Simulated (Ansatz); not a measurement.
Gas-phase electronic energies from Ansatz, PBE0-D4/def2-TZVP geometries. CCSD(T)/CBS adds triple-zeta CCSD(T) − MP2 to the extrapolated MP2 energy (def2 sets, frozen cores). DFT in def2-TZVPP. B3LYP here is the variant with VWN-RPA as its local correlation; programs differ in this. One conformer a species, not always the lowest.

Reaction (formal exchange of groups at a C–Al bond): `C=[CH][AlH][CH2][SiH3]` + `C=CF` → `C=CC(=C)F` + `[AlH2][CH2][SiH3]`

| level | ΔE (kcal/mol) | difference from CCSD(T)/CBS |
| --- | --- | --- |
| PBE-D4 | 0.6 | -2.0 |
| r2SCAN-D4 | 0.3 | -2.3 |
| ωB97X-V | 1.8 | -0.8 |
| B2PLYP | 1.5 | -1.1 |
| B3LYP | 0.8 | -1.8 |
| SCS-MP2/def2-TZVPP | 2.2 | -0.4 |
| CCSD/def2-TZVPP | 2.5 | -0.1 |
| MP2/def2-QZVPP | 2.3 | -0.3 |
| SCS-MP2/def2-QZVPP | 2.4 | -0.2 |
| HF/CBS(def2) | 1.6 | -1.0 |
| CCSD(T)/CBS | 2.6 | 0 |

Largest T1 diagnostic among the species: 0.012.
